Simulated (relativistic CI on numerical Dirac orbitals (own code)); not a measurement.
Crystal-field levels of Au3+, 5d8

Calculated by Dirac-Coulomb-Breit CI, separate exchange-only KLI orbitals for each configuration, a model potential for QED, valence Slater integrals scaled by 0.85, one configuration in a parametric crystal field (own radial code).

Field parameters in Wybourne normalisation: D3d B²₀ = −7Dσ, B⁴₀ = −14Dq − 21Dτ, B⁴₃ = −14√(10/7) Dq. The field is a parameter set, without covalency.

S and J are read from ⟨S²⟩ = S(S + 1) and ⟨J²⟩ = J(J + 1) of each level; they are not fictitious spins.

D3d, 10Dq = 28400, Dσ = -1200, Dτ = 320 cm⁻¹, the lowest 10 levels:

```
E (cm⁻¹)  Degeneracy  Irrep     S     J
     0.0           1     A1  0.99  3.58
    88.3           2      E  0.99  3.56
   11644           2      E  0.20  2.88
   22221           1     A1  0.27  3.22
   27888           2      E  0.97  3.73
   28353           2      E  0.97  3.69
   28955           1     A2  0.97  3.65
   31459           2      E  0.92  2.95
   31667           1     A1  0.94  2.89
   34760           1     A2  1.00  3.00
```

D3d, 10Dq = 28400, Dσ = -980, Dτ = 320 cm⁻¹, the lowest 16 levels:

```tsv
E (cm⁻¹)	Degeneracy	Irrep	S	J
0.0	1	A1	0.99	3.58
72.2	2	E	0.99	3.56
11642	2	E	0.20	2.87
22223	1	A1	0.27	3.23
27839	2	E	0.97	3.73
28305	2	E	0.97	3.69
28827	1	A2	0.97	3.66
31343	2	E	0.92	2.94
31711	1	A1	0.93	2.89
34698	1	A2	1.00	3.00
40038	1	A1	0.93	2.40
40105	2	E	0.89	2.19
40866	2	E	0.97	2.49
41797	1	A2	0.97	2.43
42567	1	A1	0.88	3.09
43004	2	E	0.90	2.36
```

D3d, 10Dq = 28400, Dσ = -760, Dτ = 320 cm⁻¹, the lowest 16 levels:

```tsv
E (cm⁻¹)	Degeneracy	Irrep	S	J
0.0	1	A1	0.99	3.58
56.4	2	E	0.99	3.57
11637	2	E	0.20	2.87
22221	1	A1	0.27	3.23
27788	2	E	0.97	3.73
28252	2	E	0.97	3.69
28692	1	A2	0.97	3.66
31234	2	E	0.92	2.94
31755	1	A1	0.93	2.90
34645	1	A2	1.00	3.00
39887	1	A1	0.93	2.34
40186	2	E	0.89	2.19
40849	2	E	0.97	2.49
41617	1	A2	0.97	2.45
42435	1	A1	0.87	3.15
42999	2	E	0.91	2.35
```

D3d, 10Dq = 28400, Dσ = -550, Dτ = 320 cm⁻¹, the lowest 10 levels:

| E (cm⁻¹) | Degeneracy | Irrep | S | J |
| --- | --- | --- | --- | --- |
| 0.0 | 1 | A1 | 0.99 | 3.58 |
| 41.6 | 2 | E | 0.99 | 3.57 |
| 11632 | 2 | E | 0.20 | 2.87 |
| 22216 | 1 | A1 | 0.27 | 3.24 |
| 27738 | 2 | E | 0.97 | 3.73 |
| 28198 | 2 | E | 0.97 | 3.69 |
| 28557 | 1 | A2 | 0.97 | 3.66 |
| 31135 | 2 | E | 0.92 | 2.94 |
| 31799 | 1 | A1 | 0.93 | 2.90 |
| 34602 | 1 | A2 | 1.00 | 3.00 |

D3d, 10Dq = 28400, Dσ = -330, Dτ = 320 cm⁻¹, the lowest 16 levels:

```tsv
E (cm⁻¹)	Degeneracy	Irrep	S	J
0.0	1	A1	0.99	3.58
26.7	2	E	0.99	3.57
11624	2	E	0.20	2.87
22207	1	A1	0.28	3.24
27686	2	E	0.97	3.73
28140	2	E	0.97	3.69
28413	1	A2	0.97	3.66
31038	2	E	0.93	2.93
31846	1	A1	0.92	2.91
34563	1	A2	1.00	3.00
39561	1	A1	0.93	2.24
40270	2	E	0.91	2.21
40886	2	E	0.95	2.49
41314	1	A2	0.96	2.50
42237	1	A1	0.86	3.23
43067	2	E	0.92	2.32
```

The free-ion ground term has S = 1. Every field shown keeps that spin.

Levels of this model without a field, named by their leading LS term: 3F_4 0, 1D_2 7941, 3F_3 11556, 3P_2 18764, 3P_0 20219, 3P_1 23495, 1G_4 26061, 1D_2 30383 cm⁻¹.
